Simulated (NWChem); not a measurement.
Molecule: ZnNH₃Se; SMILES [NH2][Zn][SeH]

Computed with NWChem. This build's default masses of Se (78.918 u) and Br (79.917 u) are each other's, which moves their modes by up to 0.6 %. Each level has its own optimisation; frequencies are unscaled. One conformer.

```tsv
level	r N–Zn (Å)	r Se–Zn (Å)	r H–N (Å)	r H–Se (Å)	highest harmonic frequency (cm⁻¹)	lowest (cm⁻¹)	zero-point energy (kcal/mol)	dipole (D)
Hartree-Fock/STO-3G	1.665	2.398	1.014	1.435	4216	234	25.5	2.15
B3LYP/3-21G	1.723	2.350	1.017	1.496	3585	65	20.3	2.77
PBE0/def2-SVP	1.817	2.286	1.017	1.473	3672	113	20.3	2.22
```
